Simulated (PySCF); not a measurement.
B3LYP has the VWN-RPA correlation part, as in Gaussian. 

Cartesian coordinates (Å):
```xyz
3

Zn     0.0000     0.0000     0.0000
Cl    -0.3516     1.7737     1.0724
Cl     0.3516    -1.7737    -1.0724
```
Charge 0, multiplicity 1.

Task: What is the computed dipole moment, HOMO–LUMO gap, charge on the central atom (Mulliken), HOMO and total energy (B3LYP-D3(BJ)/def2-TZVP // BP86-D3(BJ)/def2-SVP (PySCF))?

Result: 
```json
{
  "dipole_moment": "0.00 D",
  "HOMO–LUMO gap": "6.75 eV",
  "charge on the central atom (Mulliken)": "0.60 e",
  "HOMO": "-8.86 eV",
  "total_energy": "-73471.25 eV"
}
```
